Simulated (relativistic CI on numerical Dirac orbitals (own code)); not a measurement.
Level scheme of Pd XLIII

These numbers are calculated, not measured: Dirac-Coulomb-Breit CI, separate exchange-only KLI orbitals for each configuration, QED by a radiative potential, unscaled Slater integrals (own radial code, finite nucleus).

CI space (outside the closed core 1s2): 2s², 2s2p, 2p², 2p3s, 2p3p, 2s3s, 2s3p, 2s3d, 2s4s, 2s4p, 2s4d, 2s4f, 3s², 3s3p, 3p². Levels of other configurations are missing.

```tsv
No.	Configuration	Term	J	E (eV)	%	Lifetime (s)
1	2s²	¹S	0	0.00	97	
2	2s2p	³P°	0	84.45	100	
3	2s2p	³P°	1	102.29	81	8.17e-10
4	2p²	³P	0	244.52	74	3.22e-11
5	2s2p	³P°	2	266.32	100	4.02e-08
6	2s2p	¹P°	1	322.26	81	4.57e-12
7	2p²	³P	1	403.28	100	6.04e-12
8	2p²	¹D	2	417.02	60	7.84e-12
9	2p²	³P	2	593.38	60	3.86e-12
10	2p²	¹S	0	635.93	74	2.63e-12
11	2s3s	³S	1	3811.48	99	2.44e-14
12	2s3s	¹S	0	3828.89	98	4.56e-14
13	2s3p	³P°	0	3853.15	100	4.15e-12
14	2s3p	³P°	1	3853.96	68	1.83e-14
15	2s3p	¹P°	1	3900.85	45	1.27e-14
16	2s3p	³P°	2	3906.48	100	4.92e-12
17	2p3s	³P°	0	3919.29	100	4.35e-14
18	2s3d	³D	1	3923.77	87	3.22e-15
19	2s3d	³D	2	3929.60	89	3.83e-15
20	2p3s	³P°	1	3930.34	52	1.84e-14
21	2s3d	³D	3	3942.27	100	4.09e-15
22	2p3p	³D	1	3948.33	63	4.34e-14
23	2s3d	¹D	2	3954.24	88	4.71e-15
24	2p3p	³P	0	3972.15	72	1.09e-14
25	2p3p	³P	1	4009.14	45	1.42e-14
26	2p3p	³D	2	4010.73	57	1.35e-14
27	2p3s	³P°	2	4104.47	100	4.70e-14
28	2p3s	¹P°	1	4111.58	68	2.66e-14
29	2p3p	³P	1	4141.23	54	1.19e-14
30	2p3p	³D	2	4143.52	42	1.14e-14
31	2p3p	³D	3	4185.33	100	1.51e-14
32	2p3p	¹P	1	4185.95	50	1.37e-14
33	2p3p	³P	2	4203.74	60	1.21e-14
34	2p3p	¹S	0	4220.55	71	1.21e-14
35	2s4s	³S	1	5123.82	100	4.56e-14
36	2s4s	¹S	0	5130.26	100	4.53e-14
37	2s4p	³P°	0	5139.86	100	7.83e-14
38	2s4p	³P°	1	5140.43	71	2.83e-14
39	2s4p	³P°	2	5162.11	100	9.13e-14
40	2s4p	¹P°	1	5163.66	71	1.63e-14
41	2s4d	³D	1	5170.57	100	9.47e-15
42	2s4d	³D	2	5171.72	85	9.49e-15
43	2s4d	³D	3	5177.18	100	9.89e-15
44	2s4d	¹D	2	5181.12	85	9.81e-15
45	2s4f	³F°	2	5182.59	100	2.05e-14
```

Energies count from the lowest computed level; ° marks odd parity; lifetimes are radiative, by E1, M1, E2, M2 decay to levels of this space only; some are left blank where a channel outside the calculation adds to the decay or the decay crosses a small, uncertain gap.

The mean weight of the leading LS term, summed over parents, in these 45 levels is 81 %, and that of the leading jj configuration (from the same eigenvectors) 97 %, so jj coupling describes them better and the LS labels are nominal.

At this charge energies of transitions that change n are usually good to better than 1 %, and those within a shell (Δn = 0) to a few per cent.

LS names give the leading component of a level, which can be under half, so a name can repeat, a term be missing and a line seem to break the LS rules.
